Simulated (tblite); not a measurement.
Parent: `[OH:1][Si@H:2]1[CH2:3][NH:4][SiH2:5][NH:6]1` with H–O1–Si2–C3 -59°, O1–Si2–C3–N4 122°, Si2–C3–N4–Si5 7°, C3–N4–Si5–N6 -12°, N4–Si5–N6–Si2 12°, CH8N2OSi2.

Computed geometry: GFN2-xTB, gas phase. One conformer each, not checked by frequencies here.

| coordinate of the parent | value |
| --- | --- |
| O1–Si2 | 1.628 Å |
| Si2–C3 | 1.908 Å |
| C3–N4 | 1.449 Å |
| N4–Si5 | 1.706 Å |
| Si5–N6 | 1.735 Å |
| Si2–N6 | 1.721 Å |
| O1–Si2–C3 | 115.9° |
| O1–Si2–N6 | 114.1° |
| C3–Si2–N6 | 96.4° |
| Si2–C3–N4 | 108.1° |
| C3–N4–Si5 | 120.7° |
| N4–Si5–N6 | 96.7° |
| Si2–N6–Si5 | 116.6° |

Problem. How does the shared frame change in `[NH2:1][C:2](=[O:3])[Si@@H:4]1[NH:5][CH2:6][Si@@H:7]([OH:8])[NH:9]1` with H–N1–C2–O3 0° and 180°, N1–C2–Si4–N5 38°, C6–Si7–O8–H 58°, C2–Si4–N5–C6 -146°, Si4–N5–C6–Si7 30°, N5–C6–Si7–O8 -137°, C6–Si7–N9–Si4 -1°, C2H9N3O2Si2? Atoms pair as O1 = O8, Si2 = Si7, C3 = C6, N4 = N5, Si5 = Si4, N6 = N9 (parent first).

Solution. 
```tsv
parent	relative	value in the relative	change
O1–Si2	O8–Si7	1.625 Å	-0.003
Si2–C3	Si7–C6	1.906 Å	-0.002
C3–N4	C6–N5	1.453 Å	+0.004
N4–Si5	N5–Si4	1.718 Å	+0.012
Si5–N6	Si4–N9	1.734 Å	-0.001
Si2–N6	Si7–N9	1.724 Å	+0.003
O1–Si2–C3	O8–Si7–C6	115.1°	-0.8
O1–Si2–N6	O8–Si7–N9	114.9°	+0.8
C3–Si2–N6	C6–Si7–N9	95.9°	-0.5
Si2–C3–N4	Si7–C6–N5	107.3°	-0.8
C3–N4–Si5	C6–N5–Si4	116.7°	-4.0
N4–Si5–N6	N5–Si4–N9	96.4°	-0.3
Si2–N6–Si5	Si7–N9–Si4	116.0°	-0.6
```

Of the parent's bonds, N4–Si5 changes most (+0.012 Å). Bonds of the relative outside the shared frame: N1–C2 1.350, C2=O3 1.217, C2–Si4 1.910 Å. Point group C1 → C1.

Problem. How does the shared frame change in `[O:1]=[CH:2][O:3][Si@@H:4]1[NH:5][CH2:6][Si@@H:7]([OH:8])[NH:9]1` with O1–C2–O3–Si4 1°, C2–O3–Si4–N5 -68°, C6–Si7–O8–H 56°, O3–Si4–N5–C6 -142°, Si4–N5–C6–Si7 30°, N5–C6–Si7–O8 -137°, C6–Si7–N9–Si4 0°, C2H8N2O3Si2? Atoms pair as O1 = O8, Si2 = Si7, C3 = C6, N4 = N5, Si5 = Si4, N6 = N9 (parent first).

Solution. 
```csv
parent,relative,value in the relative,change
O1–Si2,O8–Si7,1.624 Å,-0.004
Si2–C3,Si7–C6,1.907 Å,-0.001
C3–N4,C6–N5,1.452 Å,+0.003
N4–Si5,N5–Si4,1.701 Å,-0.005
Si5–N6,Si4–N9,1.718 Å,-0.017
Si2–N6,Si7–N9,1.724 Å,+0.003
O1–Si2–C3,O8–Si7–C6,114.6°,-1.3
O1–Si2–N6,O8–Si7–N9,113.9°,-0.2
C3–Si2–N6,C6–Si7–N9,96.7°,+0.3
Si2–C3–N4,Si7–C6–N5,106.9°,-1.2
C3–N4–Si5,C6–N5–Si4,115.9°,-4.8
N4–Si5–N6,N5–Si4–N9,98.5°,+1.8
Si2–N6–Si5,Si7–N9–Si4,114.3°,-2.3
```

Of the parent's bonds, Si5–N6 changes most (-0.017 Å). Bonds of the relative outside the shared frame: O1=C2 1.197, C2–O3 1.298, O3–Si4 1.676 Å. Point group C1 → C1.

Problem. How does the shared frame change in `[CH3:1][O:2][C:3](=[O:4])[Si@@H:5]1[NH:6][CH2:7][Si@H:8]([OH:9])[NH:10]1` with C1–O2–C3–O4 0°, O2–C3–Si5–N6 37°, C7–Si8–O9–H -58°, C3–Si5–N6–C7 -146°, Si5–N6–C7–Si8 21°, N6–C7–Si8–O9 117°, C7–Si8–N10–Si5 -14°, C3H10N2O3Si2? Atoms pair as O1 = O9, Si2 = Si8, C3 = C7, N4 = N6, Si5 = Si5, N6 = N10 (parent first).

Solution. 
| parent | relative | value in the relative | change |
| --- | --- | --- | --- |
| O1–Si2 | O9–Si8 | 1.624 Å | -0.004 |
| Si2–C3 | Si8–C7 | 1.908 Å | 0.000 |
| C3–N4 | C7–N6 | 1.452 Å | +0.003 |
| N4–Si5 | N6–Si5 | 1.707 Å | +0.001 |
| Si5–N6 | Si5–N10 | 1.730 Å | -0.005 |
| Si2–N6 | Si8–N10 | 1.727 Å | +0.006 |
| O1–Si2–C3 | O9–Si8–C7 | 116.0° | +0.1 |
| O1–Si2–N6 | O9–Si8–N10 | 113.5° | -0.6 |
| C3–Si2–N6 | C7–Si8–N10 | 96.4° | 0.0 |
| Si2–C3–N4 | Si8–C7–N6 | 107.8° | -0.3 |
| C3–N4–Si5 | C7–N6–Si5 | 117.6° | -3.1 |
| N4–Si5–N6 | N6–Si5–N10 | 96.7° | 0.0 |
| Si2–N6–Si5 | Si8–N10–Si5 | 114.3° | -2.3 |

Of the parent's bonds, Si5–N6 and Si2–N6 change most and about equally (-0.005 to +0.006 Å). Bonds of the relative outside the shared frame: C1–O2 1.423, O2–C3 1.334, C3=O4 1.208, C3–Si5 1.907 Å. Point group C1 → C1.
